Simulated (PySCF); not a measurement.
Al(F)(H)(SeH) (AlFH₂Se), SMILES [AlH]([SeH])[F]. The structure is a stationary point at B3LYP-D3(BJ)/def2-TZVP. One conformer was computed; it need not be the lowest.

TDDFT-CAM-B3LYP/def2-SVPD (PySCF 2.14.0) puts the lowest singlet excitations at 5.72, 5.74, 5.87, 6.30, 6.92, 7.10 eV.

Task: What are the lowest excitation roots from ADC(2)/aug-cc-pVDZ (PySCF 2.14.0)? (Estimate from the structure and the level; the computed values follow.)

Result: 5.85, 5.92, 6.19, 6.58, 7.10, 7.74 eV. S1 differs by 0.13 eV (second minus first; roots are paired by order, and the bases may differ).
